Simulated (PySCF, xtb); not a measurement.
Te(GeH3)(OSiH3) (GeH6OSiTe), SMILES [SiH3]O[Te][GeH3].

GFN2-xTB (xtb) at its own geometry gives an orbital gap of 3.04 eV and a dipole moment of 1.57 D.

Coordinates come from a B3LYP-D3(BJ)/def2-SVP optimisation. The structure was generated by enumeration, and PubChem lists no compound with its InChIKey, so it may never have been made. The def2 effective core potentials stand for the cores of Te; spin–orbit coupling is left out. One conformer was computed; it need not be the lowest.

Q: What does M06-2X/def2-TZVP (PySCF) give? (Estimate from the structure and the level; the computed values follow.)

A: gap 6.24 eV (levels -7.55 and -1.31 eV), dipole 1.94 D.
